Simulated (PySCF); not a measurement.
Radial density of Os⁶¹⁺ (osmium, charge +61)

TPSS, [Ne] 3s2 3p3, high-spin 4S determinant. Calculation: PySCF 2.14, in an even-tempered Gaussian basis (16 s from 17 bohr⁻², ratio 2.5; 10 p from 23 bohr⁻², ratio 2.5; 4 d from 87 bohr⁻², ratio 2.7; 4 f from 130 bohr⁻², ratio 2.7); no relativity, point nucleus.

```
r (bohr)  4πr²ρ (e/bohr)  4πr²(ρα − ρβ)
0.000322          0.3912         0.0000
0.000542           1.070         0.0001
0.000911           2.863         0.0002
 0.00153           7.370         0.0008
 0.00258           17.79         0.0038
 0.00434           38.55         0.0221
 0.00729           69.81         0.1324
  0.0123           94.93         0.7093
  0.0206           90.00         2.8990
  0.0347           90.54         7.0437
  0.0584           118.0         4.9666
  0.0982           59.01         1.4437
   0.165           37.63        20.4184
   0.278           10.71         5.9022
   0.467          0.1166         0.0474
```

A non-relativistic calculation at this Z misses sizeable relativistic shifts. Spin-orbit coupling, which splits the p, d and f shells strongly at this Z, is absent. Spin-orbit coupling is strong in this species (close to jj coupling), so the high-spin LS determinant is a model state, not a physical level.
